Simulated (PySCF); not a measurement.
H6W, SMILES [WH6-], charge -1, multiplicity 2.

Geometry: B3LYP-D3(BJ)/def2-TZVPD. A frequency run showed that this geometry is not a minimum. The multiplicity is an assumed one; other spin states were not compared. The def2 effective core potentials stand for the cores of W; spin–orbit coupling is left out.

Two levels are set side by side: PBE/def2-TZVPD (PySCF) and PBE0/def2-TZVPD (PySCF). Same geometry, gas phase. Differences are taken from unrounded values.

```csv
quantity,PBE
α-spin orbital gap (eV),0.24
β-spin orbital gap (eV),0.71
mean polarisability (bohr³),112.2
```

These are the PBE values. What does PBE0 give? (The exact figures need the calculation; the answer reports its results.)


| quantity | PBE0 | PBE minus PBE0 |
|---|---|---|
| α-spin orbital gap (eV) | 2.85 | -2.61 |
| β-spin orbital gap (eV) | 3.22 | -2.50 |
| mean polarisability (bohr³) | 85.6 | 26.6 |

PBE's more diffuse valence density responds more strongly to a field. Differences between two approximate levels are no errors against the true value.

Rough cost on one machine, each run with all the roots and properties that it gave: PBE0 against PBE within a factor of 2.
